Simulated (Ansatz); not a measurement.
A geometry relaxed with Ansatz (an electronic-structure program) with PBE0-D4/def2-TZVP, charge 0, multiplicity 1:

```xyz
5

Si    -0.1091    -0.1538     0.0141
H     -0.3491    -1.0438    -1.1397
H     -0.3159    -0.8428     1.3039
Cl    -1.4140     1.4154    -0.0972
I      2.1880     0.6251    -0.0812
```

Question: Write the SMILES of this molecule.

Answer: `Cl[SiH2]I`
